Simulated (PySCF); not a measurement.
Compound: C3HF7.
Numbering: `[F:1][CH:2]([F:3])[C:4]([F:5])([F:6])[C:7]([F:8])([F:9])[F:10]` (hydrogens: H11 on C2)

Structure used (PBE0-D3(BJ)/def2-SVP), in Å, numbered top down from 1:
```xyz
11
C3HF7 angstrom
F     -0.215    0.777   -1.853
C      0.460    1.036   -0.727
F     -0.153    2.023   -0.064
C      0.521   -0.224    0.145
F      1.184   -1.166   -0.543
F      1.217    0.076    1.252
C     -0.831   -0.824    0.583
F     -1.518    0.054    1.298
F     -1.545   -1.176   -0.475
F     -0.608   -1.899    1.326
H      1.494    1.338   -0.973
```

Mulliken charges (e) from the PBE0/pcSseg-1 density (PySCF), one withheld:

| atom | bonded to | charge |
| --- | --- | --- |
| F1 | C2 | -0.2731 |
| C2 | F1 F3 C4 H11 | +0.5267 |
| F3 | C2 | -0.2727 |
| C4 | C2 F5 F6 C7 | +0.3483 |
| F5 | C4 | -0.2696 |
| F6 | C4 | -0.2690 |
| C7 | C4 F8 F9 F10 | ? |
| F8 | C7 | -0.2450 |
| F9 | C7 | -0.2446 |
| F10 | C7 | -0.2475 |
| H11 | C2 | +0.1295 |

(1) What is the charge on C7?

(2) Add each hydrogen's charge to the atom that carries it.

(3) Across which bond do the charges differ most?

(4) Take the bonds between elements whose Pauling electronegativities differ by more than 0.25. In how many does the more electronegative atom carry the lower charge?

(5) How much positive and how much negative charge does this set hold in all?

Answers

(1) The charges add up to the total charge, 0. The others sum to -0.8170, which leaves +0.8170 e for C7 (CF3 carbon); the computed value is +0.8171, the difference coming from rounding.

(2) C2 +0.6562. Atoms without hydrogen keep their charges.

(3) C7–F10: +0.8171 on C7 against -0.2475 on F10, a difference of 1.0646 e (C7–F8 within 0.003 e of it). The lower charge is on the more electronegative element of the two (Pauling values: F 3.98, C 2.55).

(4) In 7 of 8; it doesn't in C2–H11.

(5) +1.8216 e on 4 atoms and -1.8215 e on 7.

The Mulliken scheme gives each basis function's population to the atom it is centred on and halves the overlap population of two atoms between them. One conformer (not necessarily the lowest) at the PBE0-D3(BJ)/def2-SVP geometry, without solvent, vibrations or thermal averaging.

These values come from a run that also computed NMR shieldings. Hardware: Arm Neoverse V1, one thread, shared host. Cost: 25 s of wall time.
